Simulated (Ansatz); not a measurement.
Geometry optimisation, RKS PBE-D4/def2-SVP (Ansatz).

Input file:

```yaml
crystal:
  periodic: [false, false, false]
  atoms:
    - { symbol: C, position_ang: [-0.6805, 1.1922, -0.6583] }
    - { symbol: Al, position_ang: [0.2125, -0.4749, -0.2848] }
    - { symbol: "N", position_ang: [1.93088, -0.79399, -1.00673] }
    - { symbol: F, position_ang: [-0.61062, -1.76935, 0.68761] }
    - { symbol: H, position_ang: [-0.0923, 1.8635, -1.3407] }
    - { symbol: H, position_ang: [-0.9304, 1.7866, 0.28] }
    - { symbol: H, position_ang: [-1.6615, 1.0229, -1.1795] }
    - { symbol: H, position_ang: [2.55461, -1.04846, -0.26326] }
    - { symbol: H, position_ang: [1.88534, -1.67973, -1.62779] }
basis:
  gaussian: { orbitals: def2-SVP }
hamiltonian:
  xc: pbe
  dispersion: d4
relax:
  f_tol: 0.015
  max_steps: 40
output:
  orbitals: {}
```

Run as:

```bash
$ ansatz run input.yaml --threads 1 --pin off --max-ram 2048MiB --backend cpu --events-out ev --progress --plain --runs-dir out
```

Task: Where does it end, and by what steps?

Result: The forces met the threshold. After 20 steps the energy has fallen by 0.714 eV; H9 moved furthest, 1.19 Å.

| step | energy less start (eV) | largest force component (eV/Å) | accepted |
| --- | --- | --- | --- |
| 0 | 0.0000 | 2.107 | yes |
| 1 | -0.2615 | 1.187 | yes |
| 2 | -0.3402 | 0.419 | yes |
| 3 | -0.3589 | 0.355 | yes |
| 4 | -0.3468 | 1.355 | no |
| 5 | -0.3806 | 0.097 | yes |
| 6 | -0.4021 | 0.407 | yes |
| 7 | -0.4383 | 1.023 | yes |
| 8 | -0.5406 | 0.632 | yes |
| 9 | -0.6234 | 0.565 | yes |
| 10 | -0.6762 | 0.594 | yes |
| 11 | -0.7080 | 0.158 | yes |
| 12 | -0.7113 | 0.034 | yes |
| 13 | -0.7120 | 0.127 | yes |
| 14 | -0.7126 | 0.111 | yes |
| 15 | -0.7134 | 0.025 | yes |
| 16 | -0.7138 | 0.027 | yes |
| 17 | -0.7139 | 0.065 | yes |
| 18 | -0.7139 | 0.054 | yes |
| 19 | -0.7141 | 0.050 | yes |
| 20 | -0.7143 | 0.002 | yes |

```xyz
9
Properties=species:S:1:pos:R:3
C -0.719 1.127 -0.744
Al 0.216 -0.483 -0.165
N 1.766 -1.034 -0.840
F -0.442 -1.454 1.046
H -0.161 1.683 -1.525
H -0.886 1.816 0.111
H -1.720 0.877 -1.153
H 2.265 -1.876 -0.547
H 2.289 -0.556 -1.577
```

Whether the end is a true minimum wasn't checked by a vibrational analysis.

Time of the run: 2 min on 1 thread of AMD EPYC (Zen 3), on a shared host, peak memory 0.15 GiB.
